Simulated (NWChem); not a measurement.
# SiH2O2F2; SMILES O[Si](O)(F)F

```xyz
7

O     -0.0776    -1.3148     0.9643
Si     0.0000     0.0000     0.0130
O      0.0776     1.3148     0.9643
F     -1.2724     0.0306    -0.9702
F      1.2724    -0.0306    -0.9702
H     -0.5200    -2.0933     0.6151
H      0.5200     2.0933     0.6151
```
Atoms are numbered in this order, from 1.

Program: NWChem. Pople sets run with spherical d functions. Geometry: optimised at PBE0/def2-SVP. Atomic charges in e: unrestrained fits to the electrostatic potential beside Mulliken populations; buried atoms are poorly determined by the fit.

### Question
Predict the results for Hartree-Fock/6-31G*. Quantities: ESP O1; Mulliken O1; ESP Si2; Mulliken Si2; ESP O3; Mulliken O3; ESP F4; Mulliken F4; ESP F5; Mulliken F5; relative RMS misfit of the potential (%).

### Answer
```json
{
 "ESP O1": "-0.77",
 "Mulliken O1": "-0.86",
 "ESP Si2": "1.48",
 "Mulliken Si2": "1.78",
 "ESP O3": "-0.77",
 "Mulliken O3": "-0.86",
 "ESP F4": "-0.42",
 "Mulliken F4": "-0.53",
 "ESP F5": "-0.42",
 "Mulliken F5": "-0.53",
 "relative RMS misfit of the potential (%)": "13"
}
```
